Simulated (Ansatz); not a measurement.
Saddle point of Si$_{2}$N$_{2}$H$_{12}$, singlet (Si₂H₆ ([SiH3][SiH3]) + NH₃ + NH₃ → Si₂NH₇ ([NH2][SiH2][SiH3]) + NH₃ + H₂; bonds formed: Si1–N7, H2–H8, H6–N9; bonds broken: Si1–H2, H6–N7, H8–N9), PBE0-D4/def2-TZVP structure:

```tsv
atom	x (Å)	y (Å)	z (Å)
Si1	-1.2428	-0.4725	-0.9106
H2	1.3098	-0.7721	-0.5820
H3	-2.6052	-0.0982	-1.4174
H4	-1.2290	-1.9546	-0.7642
Si5	0.7481	0.4684	-1.7127
H6	-0.2075	0.0077	1.4199
N7	-1.3567	0.0676	0.8619
H8	1.3942	-0.4197	0.7835
N9	1.0592	-0.0894	1.7467
H10	1.5450	-0.2833	-2.7339
H11	1.3360	1.4681	-0.7415
H12	0.1488	1.5245	-2.6688
H13	-2.0382	-0.4770	1.3813
H14	-1.6652	1.0349	0.9068
H15	1.2901	-0.7876	2.4431
H16	1.5133	0.7830	1.9880
```

Energies are electronic, without zero-point energy. Barriers and step energies count from the start structure reached by relaxing down the imaginary mode; all methods use the PBE0-D4 structures, on which another method's saddle can fall below an end. Computed with Ansatz 0.2.0 (basis: def2-TZVPP, with def2-QZVPP for the basis limit); correlated methods freeze the cores. B3LYP uses VWN-RPA correlation. Extrapolation: Hartree–Fock as exp(−7.88 √X), correlation as X^−2.97.

```csv
method,barrier (kcal/mol),step energy (kcal/mol)
SPW92,25.79,3.42
PBE-D4,?,1.97
BLYP-D4,?,0.59
r2SCAN-D4,40.27,1.01
B97M-V,42.65,2.24
PBE0-D4,40.50,2.03
B3LYP-D4,44.98,0.82
r2SCAN0-D4,42.62,1.26
BHLYP-D4,49.62,1.02
CAM-B3LYP-D4,46.22,0.89
wB97X-V,47.15,1.14
wB97M-V,46.55,1.32
B2PLYP,?,0.80
PBE-QIDH,44.47,1.47
RPA on PBE,48.82,1.28
HF,64.51,1.25
MP2,46.91,-0.14
CCSD,51.04,1.49
CCSD(T),48.37,1.26
```

(1) Fill in the withheld barriers. (Judge from chemistry; the value comes from the calculation.)

No T1 diagnostic of these runs exceeds 0.012.

Answers

(1) By the calculation: BLYP-D4 42.57; PBE-D4 37.04; B2PLYP 47.84 kcal/mol. Each is the energy of the saddle less that of the start structure, by the same method.

For comparison, the barrier by CCSD(T) at an estimated basis limit (MP2 extrapolated from triple and quadruple zeta, plus CCSD(T) − MP2 in triple zeta) is 47.90 kcal/mol.

Labels in which every atom is bracketed show which atoms are joined, not bond orders.

For scale, one of the runs: CCSD(T)/def2-TZVPP, 314 basis functions, launched by `ansatz run in.yaml --threads 8 --pin off --events-out ev --progress --plain --max-ram 19148MiB`. Hardware: 8 CPU threads of an AMD EPYC 7R43, shared host. Wall time 2 min; peak host memory 12 GiB.
